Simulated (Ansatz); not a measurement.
Spin states of CrO3 (SMILES [O]=[Cr](=[O])=[O]), each relaxed with B3LYP-D3(BJ)/def2-TZVP.
State 1 (charge 0, multiplicity 1):
```xyz
4

Cr     0.13220    -0.09976    -0.18684
O     -1.10874    -1.06689    -0.08689
O     -0.14820     1.29577    -0.86442
O      1.06686    -0.06215     1.08211
```
State 2 (charge 0, multiplicity 3):
```
atom    x (Å)    y (Å)    z (Å)
----  -------  -------  -------
Cr     0.1160  -0.1252  -0.1359
O     -1.1098  -1.1122  -0.0788
O     -0.1563   1.3999  -0.9409
O      1.0922  -0.0955   1.0995
```

Singlets are restricted, other states unrestricted; no spin–orbit coupling, no relativity up to Kr; see below for the cores. The largest T1 diagnostic is 0.123.

Run with Ansatz (Gaussian orbitals). 

### Question
One of these levels gives 83.4 kJ/mol for the energy of the multiplicity-3 state less that of the multiplicity-1 state. Which?
A) SVWN5/def2-TZVPP
B) PBE/def2-TZVPP
C) B3LYP/def2-TZVPP

### Answer
C, B3LYP/def2-TZVPP. The others give 161.9 (SVWN5/def2-TZVPP), 129.9 (PBE/def2-TZVPP)

Ansatz is a program for electronic structure.
